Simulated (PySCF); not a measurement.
Below is a simulated gas-phase Si 1s photoelectron spectrum of `[SiH2]1[Si@H](C2CC2)[SiH2][Si@@H]1C`.

Every computed line was given a Gaussian of 0.7 eV full width at half maximum and an area set by the number of equivalent atoms; the highest printed point is 100. Method used: delta-SCF UKS SCAN, pcX-2 on the ionised atom, pcseg-1 elsewhere, spin-free X2C in PySCF 2.14.0.

binding energy (eV), intensity and a bar:
```
   1844.3          0 
   1844.4          1 
   1844.5          2 #
   1844.6          5 #
   1844.7         10 ###
   1844.8         20 ######
   1844.9         35 ##########
   1845.0         53 ################
   1845.1         73 ######################
   1845.2         91 ###########################
   1845.3        100 ##############################
   1845.4         99 ##############################
   1845.5         88 ##########################
   1845.6         69 #####################
   1845.7         49 ###############
   1845.8         31 #########
   1845.9         18 #####
   1846.0          9 ###
   1846.1          4 #
   1846.2          2 
   1846.3          1 
   1846.4          0
```

Q: Count the maxima, the lines and the sites behind this envelope.

A: The curve has 1 maximum (at 1845.3 eV). Under it lie 3 lines from 3 inequivalent silicon sites. At this width some lines have no maximum of their own.

Q: Decompose the envelope and assign each component. Numbering: `[CH3:1][Si@H:2]1[SiH2:3][Si@@H:4]([CH:5]2[CH2:6][CH2:7]2)[SiH2:8]1`.

A: 
| position (eV) | relative area | line | atoms | environment |
| --- | --- | --- | --- | --- |
| 1845.30 | 2 | Si 1s | Si3/Si8 | SiH2 silicon |
| 1845.35 | 1 | Si 1s | Si4 | SiH silicon |
| 1845.41 | 1 | Si 1s | Si2 | SiH silicon |

The 3 Si 1s values lie within 0.11 eV of each other; Gaussian lines of 0.5 eV full width would blend them into one maximum.

Shake-up satellites, vibrational structure and lifetime widths aren't simulated. Topologically equivalent atoms share the value of their first member; where this conformer doesn't relate them by symmetry, their own values could differ. Geometry: PBE0-D3(BJ)/def2-SVP, one conformer, isolated molecule.

On one thread, Arm Neoverse V2 (aarch64), shared host, this took 3.1 min wall and 0.90 GiB of memory at its peak.

Shape of the structure used: `[CH3:1][Si@H:2]1[SiH2:3][Si@@H:4]([CH:5]2[CH2:6][CH2:7]2)[SiH2:8]1`: Si3–Si4–C5–C6 85°.
